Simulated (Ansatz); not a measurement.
Geometry optimisation, RKS PBE/cc-pVDZ (Ansatz 0.2.0).

The input (input.yaml):

```yaml
crystal:
  periodic: [false, false, false]
  atoms:
    - { symbol: Si, position_ang: [0.0, 0.0, 0.0] }
    - { symbol: F, position_ang: [0.0, 0.0, 1.94] }
    - { symbol: "N", position_ang: [1.7163, 0.0, -0.6061] }
    - { symbol: H, position_ang: [2.2145, -0.918, -0.7868] }
    - { symbol: H, position_ang: [2.2175, 0.918, -0.7783] }
    - { symbol: Cl, position_ang: [-1.0032, 1.7381, -0.7093] }
    - { symbol: O, position_ang: [-0.7913, -1.3709, -0.5594] }
    - { symbol: H, position_ang: [-1.2459, -1.8365, 0.2129] }
    - { symbol: H, position_ang: [0.6598, 1.5344, 0.555] }
    - { symbol: H, position_ang: [0.4999, 1.1626, 1.4751] }
basis:
  gaussian: { orbitals: cc-pVDZ }
hamiltonian:
  xc: pbe
relax:
  f_tol: 0.15
  max_steps: 25
  restrain:
    - { distance: [0, 8], at: 1.46, k: 30.0 }
    - { distance: [9, 1], at: 0.92, k: 30.0 }
    - { distance: [0, 1], at: 2.79, k: 30.0 }
    - { distance: [9, 8], at: 1.86, k: 30.0 }
```

Launched with:

```bash
$ ansatz run input.yaml --threads 2 --pin off --max-ram 3072MiB --backend cpu --events-out ev --progress --plain --runs-dir out
```

Question: Where does it end, and by what steps?

Answer: The run converged. The restraints hold the end off the free minimum. After 20 steps the energy has fallen by 1.982 eV (the restraints' own energy left out); H10 moved furthest, 1.27 Å. Joined: F2–H10 (1.35 → 0.93 Å).

```
step  energy less start (eV)  largest force component (eV/Å)  accepted
   0                  0.0000                           3.113       yes
   1                  0.8512                           3.083       yes
   2                  0.8111                           3.013       yes
   3                  0.1888                           2.010       yes
   4                 -0.5437                           1.544       yes
   5                 -1.0446                           0.975       yes
   6                 -1.3997                           0.871       yes
   7                 -1.6462                           0.675       yes
   8                 -1.7812                           0.874       yes
   9                 -1.8192                           0.729       yes
  10                 -1.8456                           1.444       yes
  11                 -1.8515                           1.200       yes
  12                 -1.8870                           1.002       yes
  13                 -1.9172                           1.213       yes
  14                 -1.9592                           0.820       yes
  15                 -1.9513                           0.685        no
  16                 -1.9554                           0.802       yes
  17                 -1.9770                           0.899       yes
  18                 -1.9803                           0.700       yes
  19                 -1.9831                           0.731       yes
  20                 -1.9824                           0.792       yes
```

```xyz
10
Properties=species:S:1:pos:R:3
Si 0.534 0.241 -0.130
F -1.192 0.282 2.076
N 1.942 -0.033 -1.114
H 1.799 -0.711 -1.870
H 2.365 0.809 -1.518
Cl -0.952 1.432 -1.060
O -0.051 -1.296 0.209
H -0.787 -1.217 0.853
H 0.976 1.039 1.035
H -0.367 0.681 2.261
```

Time of the run: 59 s on 2 threads of Arm Neoverse V1, on a shared host, peak memory 0.18 GiB.
